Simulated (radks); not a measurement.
Question: All-electron atom: W II in [Xe] 4f14 5d4 6s1. All-electron calculation, scalar-relativistic Kohn-Sham, SCAN, spin-polarised, spherical densities, finite nucleus; open shells are filled with parallel spins first (spin-orbit coupling, left out, can overturn this in heavy ions); meta-GGA in the generalised Kohn-Sham scheme; Fermi nuclear charge, rms radius 5.3658 fm. Program: a radial shooting solver on a logarithmic mesh with Libxc functionals. Some entries of the table are withheld. Estimate them.

orbital,occ.,eigenvalue (Ry),<1/r> (bohr^-1),<r> (bohr)
1s up,1,-5113.120,87.05,0.01835
1s down,1,-5113.118,87.05,0.01835
2s up,1,-884.8972,20.38,0.07753
2s down,1,-884.8870,20.38,0.07753
2p up,3,-773.7346,18.45,0.06943
2p down,3,-773.7246,18.45,0.06943
3s up,1,-205.0598,7.552,0.2008
3s down,1,-205.0578,7.552,0.2008
3p up,3,-171.9313,6.966,0.2012
3p down,3,-171.9283,6.966,0.2012
3d up,5,-133.7624,6.573,0.1825
3d down,5,-133.7545,6.573,0.1825
4s up,1,-43.13578,3.201,0.4494
4s down,1,-43.12048,3.200,0.4494
4p up,3,-32.21851,2.911,0.4776
4p down,3,-32.20359,2.911,0.4775
4d up,5,-18.33510,2.589,0.5114
4d down,5,-18.31517,2.590,0.5111
5s up,1,-6.49645,1.248,1.069
5s down,1,-6.38268,1.253,1.065
5p up,3,-3.83626,(1),1.253
5p down,3,-3.68283,(2),1.238
4f up,7,-3.02611,2.079,0.6102
4f down,7,-2.98480,2.090,0.6042
6s up,1,-0.98920,0.4369,2.882
5d up,4,-0.94513,0.6644,1.959

Answer: 
(1) 5p up <1/r> (bohr^-1): 1.047
(2) 5p down <1/r> (bohr^-1): 1.060
